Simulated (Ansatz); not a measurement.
Ideal-gas functions of BFH4OSi2, SMILES `F[Si]1([SiH3])BO1` at 298.15 K and 1 bar, from an Ansatz frequency run at PBE0-D4/def2-TZVP.

Molar mass 106.01 g/mol, point group C1 (symmetry number 1), electronic degeneracy 1, moments of inertia 104.3, 221.436, 291.084 u Å². Harmonic wavenumbers (cm⁻¹, unscaled): 85, 128, 160, 236, 275, 410, 500, 517, 616, 717, 748, 864, 898, 930, 936, 992, 1306, 2225, 2241, 2244, 2693.

Use S(trans) = R[1.5 ln M + 2.5 ln T − 1.1517]; rotational temperatures θ = 24.2544 K / I; S(rot) = R[ln(√π/σ · √(T³/θAθBθC)) + 1.5]; for each mode x = 1.438777 ν̃/T, S = R[x/(eˣ − 1) − ln(1 − e⁻ˣ)] and H = RT x/(eˣ − 1); 1 cm⁻¹ = 0.0119627 kJ/mol; R = 8.31446 J/(mol·K).

Task: By hand: the entropy, in J/(mol·K).

Result: Translation 167.0. Rotation: θ = 0.2325, 0.1095, 0.0833 K, giving 113.9. Vibration, mode by mode: 15.78, 12.45, 10.67, 7.67, 6.55, 3.88, 2.75, 2.58, 1.77, 1.20, 1.06, 0.67, 0.59, 0.52, 0.51, 0.40, 0.11, 0.00, 0.00, 0.00, 0.00, in all 69.2. Electronic 0.0. Sum 350.1 J/(mol·K).

Task: By hand: H − E and G − E in kJ/mol, counted from the electronic energy.

Result: Zero-point energy ½ × 19721 × 0.0119627 = 118.0; thermal vibration 11.5; translation, rotation and pV give 4 RT = 9.9. H − E = 139.4 kJ/mol, and G − E = 139.4 − 298.15 × 350.1/1000 = 35.0 kJ/mol.

Vibration gives 20 % of the entropy, 28.2 J/(mol·K) of it from the modes under 150 cm⁻¹: soft modes count most, and the harmonic formula is weakest for them. The sum counts one conformer and one mirror image; others add a mixing term.
